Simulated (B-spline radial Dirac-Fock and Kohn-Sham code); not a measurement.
# Cs⁺: photoemission with 160 eV photons

System: the Cs⁺ ion, 1s2 2s2 2p6 3s2 3p6 3d10 4s2 4p6 4d10 5s2 5p6.

Input of the calculation (task.json; shells as n, l, electrons):

```json
{"items": [{
  "Z": 55,
  "q": 1,
  "cfg": [[1, 0, 2], [2, 0, 2], [2, 1, 6], [3, 0, 2], [3, 1, 6], [3, 2, 10], [4, 0, 2], [4, 1, 6], [4, 2, 10], [5, 0, 2], [5, 1, 6]],
  "A": 133,
  "rrms": 4.8041,
  "do": ["binding", "quiet", "photo"],
  "hv": [29.0, 35.1, 160.0, 162.0, 180.0, 261.0, 380.0, 420.0, 583.0, 676.0, 847.0, 2510.0, 3940.0, 4240.0, 6350.0, 6450.0, 8280.0, 8810.0, 10600.0, 25500.0, 31400.0, 118000.0, 123000.0, 145000.0]
}]}
```

Launch: `python xray_run.py task.json out`

Calculated with a radial B-spline solver, using a relativistic central-field model (Hartree-Slater potential of the initial state, Latter tail, multipole expansion of the photon field, Dirac-Fock thresholds). The asymmetry parameter β is from the dipole term alone. Kinetic energies are from the vacuum level.

```
subshell  electrons  binding (eV)  kinetic (eV)  σ (kb)      β
   4d3/2          4         89.98         70.02     163   0.02
   4d5/2          6         87.72         72.28     242  -0.36
      5s          2         39.63         120.4    75.4   1.95
   5p1/2          2         23.94         136.1    38.2   0.38
   5p3/2          4         22.21         137.8    96.2   0.49
```

Branching ratios of the spin-orbit partners (statistical value in brackets): 4d 1.48 (1.50), 5p 2.52 (2.00).

At such low photon energies correlation between channels can change these cross sections by tens of per cent.

Run: 8.7 s of CPU time on 1 thread of Neoverse-N1 (shared host), peak memory 0.40 GiB.
